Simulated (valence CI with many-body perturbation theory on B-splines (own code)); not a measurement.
Energy levels of Se III

Computed by configuration interaction combined with many-body perturbation theory (CI+MBPT): four valence electrons over a frozen Dirac-Fock core [Ar] 3d10, a basis of 11 s, 11 p, 10 d, 8 f, 5 g, 2 h functions for each j, with the one-electron correlation potential Σ1, the two-electron term Σ2, the three-electron term Σ3, Breit, model QED; selected CI, second order for the rest, scaled by the run's own slope (own B-spline code, finite nucleus).

Against 29 measured levels this calculation errs by 224 cm⁻¹ on average and by 760 at most. These come from a selection out of Moore, Atomic Energy Levels, vol. II, NSRDS-NBS 35 (1971 reprint of NBS Circular 467, 1952), an old analysis. Levels without a partner in it may be off by more. Among the levels kept, up to 2000 cm⁻¹ of a level comes from second order outside the variational space, and about a tenth of that is noise between levels of different J, which matters for small intervals.

Levels 91 to 135 of 203, with energies above the lowest level, 4s²4p² ³P_0. "Leading %" is the weight of the configuration and term that name the level; weights of strongly mixed levels are sums over their largest components and can fall short.

| No. | Configuration | Term | J | E (cm⁻¹) | Leading % | g | Second component |
| --- | --- | --- | --- | --- | --- | --- | --- |
| 91 | 4s4p²4d | ⁵D | 4 | 203545 | 89 | 1.486 |  |
| 92 | 4s4p²5s | ⁵P | 1 | 203789 | 92 | 2.485 |  |
| 93 | 4p⁴ | ¹D | 2 | 203807 | 44 | 1.013 | 32 % 4s4p²4d ¹D |
| 94 | 4s²4p6p | ¹S | 0 | 204791 | 83 |  | 8 % 4s²4p6p ³P |
| 95 | 4s4p²5s | ⁵P | 2 | 205339 | 91 | 1.829 |  |
| 96 | 4s4p²5s | ⁵P | 3 | 207267 | 85 | 1.664 | 9 % 4s4p²4d ⁵P |
| 97 | 4s4p²4d | ³F | 2 | 208336 | 87 | 0.673 | 4 % 4s²4d² ³F |
| 98 | 4s4p²4d | ³F | 3 | 209451 | 85 | 1.090 | 4 % 4s²4d² ³F |
| 99 | 4s4p²5s | ³P | 0 | 210929 | 82 |  | 5 % 4s²4p6p ³P |
| 100 | 4s4p²4d | ³F | 4 | 211045 | 81 | 1.255 | 5 % 4s²4d² ³F |
| 101 | 4s4p²5s | ³P | 1 | 212161 | 81 | 1.511 | 5 % 4s²4p7p ³P |
| 102 | 4s²4p7s | ³P° | 0 | 212412 | 95 |  |  |
| 103 | 4s4p²4d | ⁵P | 3 | 212521 | 84 | 1.660 | 10 % 4s4p²5s ⁵P |
| 104 | 4s²4p7s | ³P° | 1 | 212550 | 67 | 1.352 | 28 % 4s²4p7s ¹P° |
| 105 | 4s²4p6d | ³F° | 2 | 213126 | 71 | 0.757 | 19 % 4s²4p6d ¹D° |
| 106 | 4s4p²4d | ⁵P | 2 | 213189 | 89 | 1.819 |  |
| 107 | 4s²4p5f | ³G | 3 | 213219 | 61 | 0.832 | 21 % 4s²4p5f ¹F |
| 108 | 4s4p²4d | ⁵P | 1 | 213701 | 93 | 2.488 |  |
| 109 | 4s²4p6d | ³P° | 2 | 213765 | 39 | 1.255 | 34 % 4s²4p6d ³D° |
| 110 | 4s²4p5f | ³G | 4 | 213789 | 44 | 1.101 | 24 % 4s²4p5f ³F |
| 111 | 4s²4p6d | ³F° | 3 | 213831 | 56 | 1.126 | 22 % 4s²4p6d ³D° |
| 112 | 4s²4p5f | ³D | 3 | 213901 | 35 | 1.153 | 34 % 4s²4p5f ³F |
| 113 | 4s²4p5f | ³F | 2 | 214138 | 54 | 0.853 | 18 % 4s²4p5f ¹D |
| 114 | 4s²4p6d | ³D° | 1 | 214205 | 60 | 0.764 | 17 % 4s²4p6d ¹P° |
| 115 | 4s4p²5s | ³P | 2 | 214373 | 73 | 1.467 | 5 % 4s²4p7p ³P |
| 116 | 4s²4p5g | ³H° | 5 | 215280 | 35 | 1.077 | 31 % 4s²4p5g ³G° |
| 117 | 4s²4p5g | ³F° | 4 | 215284 | 48 | 1.138 | 25 % 4s²4p5g ³G° |
| 118 | 4s²4p5g | ³H° | 4 | 215297 | 64 | 0.873 | 16 % 4s²4p5g ¹G° |
| 119 | 4s²4p5g | ³G° | 3 | 215305 | 48 | 0.893 | 27 % 4s²4p5g ¹F° |
| 120 | 4s²4p7s | ³P° | 2 | 216768 | 93 | 1.495 |  |
| 121 | 4s²4p7s | ¹P° | 1 | 217007 | 65 | 1.134 | 27 % 4s²4p7s ³P° |
| 122 | 4s²4p5f | ³G | 5 | 217353 | 83 | 1.201 | 9 % 4s4p²4d ³G |
| 123 | 4s²4p5f | ¹F | 3 | 217362 | 42 | 0.962 | 23 % 4s²4p5f ³F |
| 124 | 4s²4p7p | ³D | 1 | 217387 | 64 | 0.661 | 23 % 4s²4p7p ¹P |
| 125 | 4s²4p6d | ³F° | 4 | 217494 | 93 | 1.250 |  |
| 126 | 4s²4p5f | ³F | 4 | 217535 | 56 | 1.172 | 32 % 4s²4p5f ³G |
| 127 | 4s²4p6d | ¹D° | 2 | 217545 | 50 | 0.991 | 20 % 4s²4p6d ³D° |
| 128 | 4s²4p6d | ³D° | 3 | 217798 | 62 | 1.248 | 30 % 4s²4p6d ³F° |
| 129 | 4s²4p7p | ³D | 2 | 218154 | 44 | 1.132 | 17 % 4s²4p7p ¹D |
| 130 | 4s²4p6d | ³P° | 2 | 218190 | 51 | 1.337 | 36 % 4s²4p6d ³D° |
| 131 | 4s²4p5f | ³D | 3 | 218237 | 55 | 1.223 | 28 % 4s²4p5f ³F |
| 132 | 4s²4p6d | ³P° | 1 | 218306 | 71 | 1.263 | 22 % 4s²4p6d ³D° |
| 133 | 4s²4p7p | ³P | 1 | 218325 | 37 | 1.406 | 24 % 4s²4p7p ³S |
| 134 | 4s²4p6d | ³P° | 0 | 218388 | 94 |  |  |
| 135 | 4s²4p5f | ³D | 2 | 218554 | 30 | 0.999 | 25 % 4s²4p5f ³F |

Names give the largest LS component (configuration and term), which can be under half, so a name can repeat, a term be missing and a line seem to break the LS rules; names also repeat where a configuration has a term twice.

Where two levels of one J and parity lie close, their mixing, g and order are uncertain.
